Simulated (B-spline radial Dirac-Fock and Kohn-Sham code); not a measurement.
**Two-hole binding energies of Cu³⁺**

System: copper as Cu³⁺, configuration 1s2 2s2 2p6 3s2 3p6 3d8.

These are calculated numbers from an atomic code on a B-spline grid; the model is Dirac-Fock (average of configuration) total-energy differences with a finite nucleus, the Breit interaction including its frequency dependence, and self-energy and vacuum-polarisation corrections. U is the two-hole binding energy less the two single-hole energies, the effective repulsion of the holes after relaxation. Each two-hole energy is an average over J within one jj subconfiguration.

```
          holes  E(a) (eV)  E(b) (eV)  E(ab) (eV)  U (eV)
           1s⁻²     9039.6     9039.6     18495.7   416.4
   1s⁻¹ 2p1/2⁻¹     9039.6     1013.5     10162.4   109.2
   1s⁻¹ 3p1/2⁻¹     9039.6      135.7      9207.8    32.5
   1s⁻¹ 3p3/2⁻¹     9039.6      133.0      9204.7    32.0
           2s⁻²     1161.1     1161.1           ?       ?
   2s⁻¹ 2p1/2⁻¹     1161.1     1013.5      2235.2    60.6
   2s⁻¹ 2p3/2⁻¹     1161.1      993.5      2214.7    60.1
   2s⁻¹ 3p1/2⁻¹     1161.1      135.7      1325.8    29.0
   2s⁻¹ 3p3/2⁻¹     1161.1      133.0      1322.9    28.8
   2p3/2⁻¹ 3s⁻¹      993.5      183.0      1206.0    29.5
2p1/2⁻¹ 3p3/2⁻¹     1013.5      133.0      1176.1    29.5
        3p1/2⁻²      135.7      135.7       297.8    26.4
3p1/2⁻¹ 3p3/2⁻¹      135.7      133.0       293.3    24.6
        3p3/2⁻²      133.0      133.0       291.1    25.1
```

Q: Give the missing two-hole energy and U.

A: E(ab) = 2388.6 eV and U = 66.5 eV.
